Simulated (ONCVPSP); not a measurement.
# Al: excitation energies, all-electron against ONCV

ONCVPSP 4.0.1 input, shortened (lines: element, Z, core and valence counts, functional; n l f; lmax; l rc ep ncon nbas qcut; lloc lpopt rc5 dvloc0; l nproj debl; icmod fcfact rcfact), PBEsol, scalar-relativistic:

```
  Al 13.00    3    2  -116133      upf
    1    0    2.00
    2    0    2.00
    2    1    6.00
    3    0    2.00
    3    1    1.00
    1
    0    2.25    0.00    5    8    3.30
    1    1.85    0.00    4    9    5.00
    4    5    1.20    1.00
    0    1    2.80
    1    1    2.00
    0    0.00    0.00
```

Energies are relative to the spin-unpolarised reference configuration 3s2 3p1; without spin polarisation the order of configurations can differ from experiment.

```csv
valence configuration,charge,ΔE all-electron (eV),error AE − PS (meV)
3s2 3p0,+1,5.736,+0.5
3s1 3p0,+2,24.907,+27
3s2 3p0.5,+0.5,2.074,+0.1
```

(1) What are ΔE and the potential's error for 3s1 3p2?

Levels in the configuration 3s1 3p0:

```tsv
level	all-electron (eV)	pseudo (eV)
3s	-23.651	-23.590
```

Note: no bound ghost flagged; GHOST(+) flagged for s at 31.1 eV.

Results:

(1) ΔE = 5.119 eV all-electron; the error (AE − PS) is +3.4 meV.
